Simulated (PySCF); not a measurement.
C6H17NSi, triplet, at a GFN2-xTB geometry of the parent state (a higher spin typed on purpose: for a closed-shell molecule this is an excited state); HF/STO-3G run with PySCF.

PySCF was given this input:
```python
from pyscf import gto, scf

mol = gto.Mole()
mol.atom = '''
    Si    0.00964820    2.16625247   -0.11292371
    N     0.03368939    0.46048960    0.10864243
    C    -1.24680180   -0.20758598    0.29880046
    C    -1.61127327   -1.23758448   -0.77067950
    C    -1.40986252   -0.80166207    1.70439986
    C     1.26802003   -0.25931968   -0.16572697
    C     1.42896375   -0.66552917   -1.63780508
    C     1.53443434   -1.45484154    0.74769233
    H     1.35141536    2.65930406    0.19228445
    H    -0.97309284    2.72043425    0.82002850
    H    -0.35783668    2.58710710   -1.47735882
    H    -1.99093873    0.59327979    0.21832880
    H    -0.99759884   -2.13088847   -0.69540584
    H    -2.65060839   -1.53269075   -0.63972578
    H    -1.49798871   -0.80844555   -1.76287201
    H    -0.89813748   -1.75257544    1.81011435
    H    -2.46668405   -0.96249847    1.90740423
    H    -1.01819018   -0.10606484    2.44218608
    H     2.06120301    0.47044616    0.03842959
    H     0.82065373   -1.52822017   -1.89047204
    H     1.14652456    0.16452664   -2.28061352
    H     2.46958356   -0.91581266   -1.83351432
    H     1.43041294   -1.16733728    1.79012338
    H     2.55435047   -1.79890332    0.58636856
    H     0.86514852   -2.28348513    0.53504263
'''
mol.basis = 'sto-3g'
mol.spin = 2
mol.verbose = 4
mol.build()

mf = scf.ROHF(mol)
mf.kernel()
```

Predict the main parts of the log of this PySCF run.


```
PySCF version 2.14.0

[INPUT] verbose = 4
[INPUT] num. atoms = 25
[INPUT] num. electrons = 74
[INPUT] charge = 0
[INPUT] spin (= nelec alpha-beta = 2S) = 2
[INPUT] symmetry False subgroup None
[INPUT] Mole.unit = angstrom
[INPUT] Symbol           X                Y                Z      unit          X                Y                Z       unit  Magmom
[...]
nuclear repulsion = 508.428913930182
number of shells = 43
number of NR pGTOs = 183
number of NR cGTOs = 61
basis = sto-3g
ecp = {}

******** <class 'pyscf.scf.rohf.ROHF'> ********
method = ROHF
initial guess = minao
damping factor = 0
level_shift factor = 0
DIIS = <class 'pyscf.scf.diis.CDIIS'>
diis_start_cycle = 1
diis_space = 8
diis_damp = 0
SCF conv_tol = 1e-09
SCF conv_tol_grad = None
SCF max_cycles = 50
direct_scf = True
direct_scf_tol = 1e-13
num. doubly occ = 36  num. singly occ = 2
Set gradient conv threshold to 3.16228e-05
init E= -574.880993696451
[...]
cycle= 1 E= -573.283614582605  delta_E=  1.6  |g|= 0.337  |ddm|= 4.64
[...]
cycle= 2 E= -573.377870490056  delta_E= -0.0943  |g|= 0.159  |ddm|= 0.769
[...]
cycle= 3 E= -573.39052017843  delta_E= -0.0126  |g|= 0.0395  |ddm|= 0.39
[...]
cycle= 4 E= -573.391971990819  delta_E= -0.00145  |g|= 0.0118  |ddm|= 0.153
[...]
cycle= 5 E= -573.392163183288  delta_E= -0.000191  |g|= 0.00518  |ddm|= 0.0464
[...]
cycle= 6 E= -573.392217829771  delta_E= -5.46e-05  |g|= 0.00283  |ddm|= 0.0445
[...]
cycle= 7 E= -573.392234197713  delta_E= -1.64e-05  |g|= 0.0012  |ddm|= 0.0243
[...]
cycle= 8 E= -573.392240268233  delta_E= -6.07e-06  |g|= 0.000348  |ddm|= 0.0245
[...]
cycle= 9 E= -573.392240554915  delta_E= -2.87e-07  |g|= 9.36e-05  |ddm|= 0.00429
[...]
cycle= 10 E= -573.392240580503  delta_E= -2.56e-08  |g|= 2.83e-05  |ddm|= 0.00119
[...]
cycle= 11 E= -573.392240582663  delta_E= -2.16e-09  |g|= 9.54e-06  |ddm|= 0.000301
[...]
cycle= 12 E= -573.392240582898  delta_E= -2.35e-10  |g|= 4.07e-06  |ddm|= 7.55e-05
[...]
Extra cycle  E= -573.392240582928  delta_E= -3e-11  |g|= 1.97e-06  |ddm|= 1.88e-05
converged SCF energy = -573.392240582928
```
